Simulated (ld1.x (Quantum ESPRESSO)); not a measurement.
Before and after: PAW potential for Ni

| Quantity | Value |
| --- | --- |
| Element | nickel |
| Generator | ld1.x (Quantum ESPRESSO) 7.5 |
| Type | PAW |
| Functional | PBEsol |
| Relativity | scalar-relativistic |
| Frozen core | [Ar] |
| Valence charge | 10 |
| Reference configuration | 3d8 4s2 4p0 |
| Partial waves | 4s (bound): rcut 1.80, rcutus 2.25 bohr; 4s channel at 3.35 Ry: rcut 1.80, rcutus 2.25 bohr; 4p (bound, empty): rcut 2.55, rcutus 3.40 bohr; 4p channel at 0.25 Ry: rcut 2.55, rcutus 3.40 bohr; 3d (bound): rcut 1.25, rcutus 1.70 bohr; 3d channel at 2.55 Ry: rcut 1.25, rcutus 1.70 bohr |
| Local potential | all-electron potential smoothed inside 1.70 bohr (lloc = -2) |
| Core correction | Bessel-smoothed model core inside 1.50 bohr |
| Augmentation charge | PSQ, inside the norm-conserving radii |

All-electron outer shells of the reference configuration (PBEsol, scalar-relativistic, ld1.x):

```
shell  level (eV)  outermost node (bohr)  outermost maximum (bohr)
   3s     -110.78                   0.30                      0.64
   3p      -71.25                   0.27                      0.65
   3d       -8.90                      –                      0.63
   4s       -5.66                   0.92                      2.24
   4p       -1.19                   1.00                      3.14
```

Change: wave 3d channel at 2.55 Ry: rcut 1.25, rcutus 1.70 bohr becomes 3d channel at 0.14 Ry: rcut 1.25, rcutus 1.70 bohr.

Cutoffs: the cutoffs (Ry, on a coarse ladder) from which the occupation-weighted sum of valence levels, in a spherical-Bessel basis at the reference potential, stays within 10 and 1 mRy of its value at 400 Ry; they do not see the model core or the augmentation charge, which bear on the density cutoff. Errors are all-electron minus pseudo energies relative to the spin-unpolarised reference configuration.

Q: Predict the effect on cutoff, ghosts and configuration errors.

A: The potential gets neither clearly harder nor softer (35 Ry and 60 Ry → 35 Ry and 60 Ry); of the 7 tests that both files solve, the error grows in 0 and shrinks in 2 by more than 15 % and 0.3 meV (median size 19.5 → 20.9 meV); the range in which the d phases agree narrows (upper end at the end of the scan → 3.2); neither file shows a bound ghost.

```tsv
quantity	base	changed
cutoff, loose	35 Ry	35 Ry
cutoff, tight	60 Ry	60 Ry
bound ghosts	none	none
error for 3d8 4s1 4p0, meV [ΔE 9.34 eV]	-3.5	-2.9
error for 3d8 4s0 4p0, meV [ΔE 26.60 eV]	-18	-15
error for 3d7 4s0 4p0, meV [ΔE 64.03 eV]	-212	-223
error for 3d8 4s1 4p1, meV [ΔE 4.63 eV]	-1.5	-1.3
error for 3d9 4s1 4p0, meV [ΔE -1.61 eV]	-63	-68
error for 3d9 4s0 4p0, meV [ΔE 6.26 eV]	-108	-118
error for 3d8.5 4s1.5 4p0, meV [ΔE -1.19 eV]	-19	-21
s: phases at 3.71 bohr within 0.05 rad from the reference energy up to (Ry; the scan ends near 5)	to the end of the scan	to the end of the scan
p: phases at 3.71 bohr within 0.05 rad from the reference energy up to (Ry; the scan ends near 5)	1.7	1.7
d: phases at 3.71 bohr within 0.05 rad from the reference energy up to (Ry; the scan ends near 5)	to the end of the scan	3.2
lowest overlap eigenvalue by channel	s 0.68, p 0.73, d 0.89	s 0.68, p 0.73, d 0.70
```
